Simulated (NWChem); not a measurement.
Species: C$_{3}$H$_{6}$N$_{2}$; SMILES NC=C=CN

```xyz
11

N      2.3632     0.2152     0.3215
C      1.2758    -0.3653    -0.3447
C      0.0000     0.0000    -0.2743
C     -1.2758     0.3653    -0.3447
N     -2.3632    -0.2152     0.3215
H      2.1050     0.8120     1.1116
H      3.1132    -0.4364     0.5655
H      1.5843    -1.1774    -1.0358
H     -1.5843     1.1774    -1.0358
H     -3.1132     0.4364     0.5655
H     -2.1050    -0.8120     1.1116
```
Atoms are numbered in this order, from 1.

Program: NWChem. Structure relaxed at the PBE-D3(BJ)/def2-SVP level. Level B3LYP/def2-SVP: energy and gradient on several grids; changes count from the extra-fine grid, which is no exact limit either.

| grid | size of the energy change (μHa) | largest change of a gradient component (μHa/bohr) | time, medium = 1 (rough) |
|---|---|---|---|
| xcoarse | 200 | 3000 | about 1 |
| coarse | < 10 | 100 | about 1 |
| medium | < 10 | < 30 | about 1 |
| fine | < 10 | < 30 | 2 |
| xfine | < 10 | < 30 | 2 |
